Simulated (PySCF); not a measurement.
C₅H₉OSi (doublet state).
Atom-mapped SMILES: `[OH:1][CH2:2][C:3]1[CH:4]=[CH:5][CH2:6][SiH2:7]1` (hydrogens: H8 on O1; H9, H10 on C2; H11 on C4; H12 on C5; H13, H14 on C6; H15, H16 on Si7)

Cartesian coordinates in Å at the GFN2-xTB level; atoms count from 1:
```xyz
16
C5H9OSi angstrom
O     -2.595    0.586    0.301
C     -1.923   -0.481   -0.334
C     -0.467   -0.268   -0.167
C      0.520   -1.123   -0.653
C      1.816   -0.762   -0.413
C      2.041    0.506    0.337
Si     0.286    1.187    0.719
H     -3.546    0.469    0.212
H     -2.228   -1.446    0.109
H     -2.187   -0.519   -1.406
H      0.273   -2.027   -1.194
H      2.655   -1.354   -0.744
H      2.635    0.307    1.231
H      2.642    1.189   -0.266
H      0.017    1.250    2.160
H      0.053    2.494    0.097
```

The hyperfine couplings belong to this conformer and change with its torsions.

Theory: UKS B3LYP, pcH-1 on C H O Si, non-relativistic, mean-field spin-orbit, GIAO (PySCF 2.14.0). Geometry: GFN2-xTB, one conformer, isolated molecule. Couplings are sensitive to structure, and on GFN2-xTB geometries they can be far from those on DFT ones. Stability of the SCF solution: not tested. ⟨S²⟩ is 0.773 where a pure state has 0.75.

Computed for the main isotopes (class means, splittings of 0.05 mT or more): g = 2.0026; H9/H10 1H +74.2 MHz (2.65 mT); H13/H14 1H +47.7 MHz (1.70 mT); H15/H16 1H +39.5 MHz (1.41 mT); H12 1H -38.5 MHz (1.38 mT); H11 1H +10.4 MHz (0.37 mT); H8 1H -1.8 MHz (0.07 mT); 216 first-order lines, 13.33 mT wide.

Problem. What changes when 1H at H12 is replaced by 2H?

Solution. Only the nuclear moment changes in this model. The ratio of g factors is 0.85744/5.58569 = 0.1535, so a goes from -38.5 to -5.9 MHz (0.211 mT). The spin goes from 1/2 to 1, so the 1:1 doublet becomes a 1:1:1 triplet. The spectrum then has 324 first-order lines over 12.37 mT.

Problem. Where do the 13C satellites of C3 appear, and how strong are they?

Solution. a = +54.6 MHz, or 1.95 mT in magnitude, and I = 1/2, so to first order each main line has two satellites, at ±0.97 mT. The isotope's abundance is about 1.07 %, shared among 2 lines, so each has 0.54 % of the main line's intensity.

Problem. Where do the 13C satellites of C5 appear, and how strong are they?

Solution. a = +50.7 MHz, or 1.81 mT in magnitude, and I = 1/2, so to first order each main line has two satellites, at ±0.90 mT. The isotope's abundance is about 1.07 %, shared among 2 lines, so each has 0.54 % of the main line's intensity.

Means are taken over nuclei equivalent by connectivity, which assumes that they swap fast.

Time: 74 s wall (grids of density and orbitals included); peak memory 1.0 GiB. Hardware: one thread, Arm Neoverse V2 (aarch64), on a shared host.
